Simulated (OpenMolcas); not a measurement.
An OpenMolcas run meant for Cd+ (ANO-RCC-VDZP, DKH2; inactive shells 1s 2s 2p 3s 3p 3d 4s 4p 4d; intended active space 1 electron in 9 orbitals (RAS2 5s 5p; RAS3 5d, at most 1 electron)). One step of its input:

```
&RASSCF
FileOrb=start.orb
Symmetry=1
Spin=3
nActEl=1 0 1
Inactive=14 9
Ras2=1 3
Ras3=5 0
CIRoot=6 6 1
SDav=6
CIMx=300
Iter=58 100
PrWF=0.3
OrbListing=Nothing
MaxOrb=0
Thrs=2.0e-7 1.0e-1 5.0e-4
Atom
CIOnly
>>> COPY $Project.JobIph JOB001
```

Lines from the output:

```
--- SEWARD ---
Basis set label: CD.ANO-RCC...6S5P3D1F.

      Electronic valence basis set:
      ------------------
      Associated Effective Charge  48.000000 au
      Associated Actual Charge     48.000000 au
      Nuclear Model: Point charge

      Shell  nPrim  nBasis  Cartesian Spherical Contaminant
         s      21       6        X
         p      19       5        X
         d      13       3                 X
         f       6       1                 X
                  Relativistic Douglas-Kroll-Hess integrals:
                    - DKH order of Hamiltonian: 2
                    - DKH order of Properties : 0
                  Atomic mean-field integrals
--- RASSCF ---

 Nr of active orbitals     NAC=   9
 Spin degeneracy         ISPIN=   3
 There can be no such wave function.
 ************************************************
--- Stop Module: rasscf at  /rc=_RC_INPUT_ERROR_ ---
.####################.
.# User input error #.
.####################.
```

Q: What is wrong with the input?

A: The spin multiplicity does not fit the number of active electrons: an even count needs an odd multiplicity and the reverse.
